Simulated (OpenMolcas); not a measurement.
OpenMolcas run: Li I

Input:

```
&GATEWAY
Coord
1

Li 0.0 0.0 0.0
Basis=ANO-RCC-VTZP
Group=XYZ
NoMove
AngMom=0.0 0.0 0.0
AMFI
&SEWARD
Relativistic=R03O02
&RASSCF
FileOrb=start.orb
Symmetry=1
Spin=2
nActEl=1 0 0
Inactive=1 0
Ras2=1 3
CIRoot=1 1 1
SDav=1
CIMx=300
Iter=120 100
PrWF=0.3
OrbListing=Nothing
MaxOrb=0
Atom
>>> COPY $Project.JobIph JOBPRE
&RASSCF
FileOrb=start.orb
Symmetry=1
Spin=2
nActEl=1 0 1
Inactive=1 0
Ras2=1 3
Ras3=5 0
CIRoot=1 1 1
SDav=6
CIMx=300
Iter=120 100
PrWF=0.3
OrbListing=Nothing
MaxOrb=0
Thrs=2.0e-7 1.0e-1 5.0e-4
Atom
>>> COPY $Project.JobIph JOB001
&RASSCF
FileOrb=start.orb
Symmetry=2
Spin=2
nActEl=1 0 1
Inactive=1 0
Ras2=1 3
Ras3=5 0
CIRoot=3 3 1
SDav=3
CIMx=300
Iter=120 100
PrWF=0.3
OrbListing=Nothing
MaxOrb=0
Thrs=2.0e-7 1.0e-1 5.0e-4
Atom
>>> COPY $Project.JobIph JOB002
&RASSI
NrOfJobIphs=2 1 3
1
1 2 3
IphNames
JOB001
JOB002
EJob
SpinOrbit
DIPRint=1.0
SOCoupling=1000.0
Subsets=2
MEES
Property=10
'ANGMOM' 1 'ANGMOM' 2 'ANGMOM' 3 'MLTPL  1' 1 'MLTPL  1' 2 'MLTPL  1' 3
'AMFI' 1 'AMFI' 2 'AMFI' 3 'MLTPL  2' 6
SOProperty=3
'ANGMOM' 1 'ANGMOM' 2 'ANGMOM' 3
```

Launched by
```bash
OMP_NUM_THREADS=1 MOLCAS_MEM=2252 MOLCAS_PROJECT=a pymolcas a.inp > a.log  # once for each step of the input, in one work folder
```

A driver script runs the steps one by one and writes start.orb anew before each from the orbitals found so far.

Output, cut to the results:

```
--- SEWARD ---
Basis set label: LI.ANO-RCC...4S3P2D1F.

      Electronic valence basis set:
      ------------------
      Associated Effective Charge   3.000000 au
      Associated Actual Charge      3.000000 au
      Nuclear Model: Point charge

      Shell  nPrim  nBasis  Cartesian Spherical Contaminant
         s      14       4        X
         p       9       3        X
         d       4       2                 X
         f       3       1                 X
Relativistic=R03O02
                  Relativistic Douglas-Kroll-Hess integrals:
                    - DKH order of Hamiltonian: 3
                    - DKH order of Properties : 2
--- RASSCF ---
Wave function specifications:
      -----------------------------

      Number of closed shell electrons           2
      Number of electrons in active shells       1
      Max number of holes in RAS1 space          0
      Max nr of electrons in RAS3 space          1
      Number of inactive orbitals                1
      Number of active orbitals                  9
      Number of secondary orbitals              20
      Spin quantum number                      0.5
      State symmetry                             1
Orbital specifications:
      -----------------------

      Symmetry species                           1   2
                                                ag  au
      Frozen orbitals                            0   0
      Inactive orbitals                          1   0
      Active orbitals                            6   3
      RAS1 orbitals                              0   0
      RAS2 orbitals                              1   3
      RAS3 orbitals                              5   0
      Secondary orbitals                         7  13
      Deleted orbitals                           0   0
      Number of basis functions                 14  16
      Number of CSFs                             6
      Number of root(s) required                 1
      Iter CI   SX   CI       RASSCF       Energy    max ROT     max BLB   max BLB  Level Ln srch  Step   QN
          iter iter root      energy       change     param      element    value   shift minimum  type update
 Nr of preliminary CI iterations:   1
 ###############################################################################
 ###############################################################################
 ###                                                                         ###
 ###                                                                         ###
 ###    WARNING: Problems in orbital optimization.                           ###
 ###                                                                         ###
 ###                                                                         ###
 ###############################################################################
 ###############################################################################
  Warning: In symmetry  1, orbital p=   3 has diagonal density matrix element D(p,p) close to zero. D(p,p)=  1.087012E-29
  Warning: In symmetry  1, orbital p=   4 has diagonal density matrix element D(p,p) close to zero. D(p,p)=  2.559642E-31
        ...
  Warning: In symmetry  2, orbital p=   1 has diagonal density matrix element D(p,p) close to zero. D(p,p)=  0.000000E+00
  Warning: In symmetry  2, orbital p=   2 has diagonal density matrix element D(p,p) close to zero. D(p,p)=  0.000000E+00
  Warning: In symmetry  2, orbital p=   3 has diagonal density matrix element D(p,p) close to zero. D(p,p)=  0.000000E+00
        4   1    1    1    -7.43337095   -4.44E-15   0.00E+00    1   9 1 -7.12E-08   0.50   0.00    SX    NO
      Convergence after  4 iterations
        5   1    1    1    -7.43337095    2.66E-15   0.00E+00    1   9 1 -7.12E-08   0.50   0.00    SX    NO
      Natural orbitals and occupation numbers for root  1
      sym 1:   1.000000   0.000000   0.000000   0.000000   0.000000   0.000000
      sym 2:   0.000000   0.000000   0.000000
::    RASSCF root number  1 Total energy:     -7.43337095
--- RASSCF ---
Wave function specifications:
      -----------------------------

      Number of closed shell electrons           2
      Number of electrons in active shells       1
      Max number of holes in RAS1 space          0
      Max nr of electrons in RAS3 space          1
      Number of inactive orbitals                1
      Number of active orbitals                  9
      Number of secondary orbitals              20
...
--- RASSI ---
SPIN-FREE ENERGIES:
  (Shifted by EMIN (a.u.) =         -7.4333709510)

 SF State       Relative EMIN(au)   Rel lowest level(eV)    D:o, cm**(-1)      L_eff

     1             0.0000000000        0.0000000000              0.0000         0.0
     2             0.0676647889        1.8412527049          14850.7046         1.0
     3             0.0676647889        1.8412527049          14850.7046         1.0
     4             0.0676647889        1.8412527049          14850.7046         1.0
     Dipole printing threshold changed to   1.00000000E+00

++ Dipole transition strengths (spin-free states):
   -----------------------------------------------
     for osc. strength at least  1.00000000E+00

  ( Max oscillator strength is only   0.25515791441896768      )
--
Eigenvalues of complex Hamiltonian:
   -----------------------------------
  (Shifted by EMIN (a.u.) =         -7.4333709510)

 SO State       Relative EMIN(au)   Rel lowest level(eV)    D:o, cm**(-1)     J-value

     1             0.0000000000        0.0000000000              0.0000         0.4
     2             0.0000000000        0.0000000000              0.0000         0.4
     3             0.0676643697        1.8412412991          14850.6126         0.4
     4             0.0676643697        1.8412412991          14850.6126         0.4
     5             0.0676649984        1.8412584078          14850.7506         1.0
     6             0.0676649984        1.8412584078          14850.7506         1.0
     7             0.0676649984        1.8412584078          14850.7506         1.3
     8             0.0676649984        1.8412584078          14850.7506         1.3
Weights of the five most important spin-orbit-free states for each spin-orbit state.

 SO State  Total energy (au)           Spin-free states, spin, and weights
 -------------------------------------------------------------------------------------------------------
...
```

The J values that RASSI prints are effective ones from its own formula and need not be integers or half-integers; the table below assigns J from the states.

Levels above the lowest, from the spin-orbit matrix, grouped by J:

| Configuration | Term | J | E (cm⁻¹) | Measured (cm⁻¹) | Term weight % |
| --- | --- | --- | --- | --- | --- |
| 2s | ²S | 1/2 | 0.0 | 0.0 | 100 |
| 2p | ²P° | 1/2 | 14851 | 14904 | 100 |
| 2p | ²P° | 3/2 | 14851 | 14904 | 100 |

Against the 2 measured excited levels shown (NIST Handbook of Basic Atomic Spectroscopic Data) the mean absolute deviation is 53 cm-1; the largest miss in energy is 2p ²P°_3/2: computed 14851, measured 14904 cm⁻¹ (-0.4 %).

With one active electron outside closed inactive shells, the extra shells (3d) add no correlation to the reference. ANO sets are built for ground and valence states and can reach diffuse excited orbitals poorly. With one active electron the reference holds no correlation, so core polarisation is missing. Measured partners are found by configuration, term and J. A level has none where our copy of the source lacks it or the pairing is in doubt (some pairs that miss far off the trend of their configuration count as doubtful), and it then counts in no deviation. Only configurations of the active space appear. The first state left out of the spin-orbit step lies near 55000 cm-1 above the lowest spin-free state of the reference (among the parities and spins computed), and the list stops at four fifths of that energy or lower.

The term weight is that of the spin-free term in the level, not the purity of its configuration. ° marks odd parity.
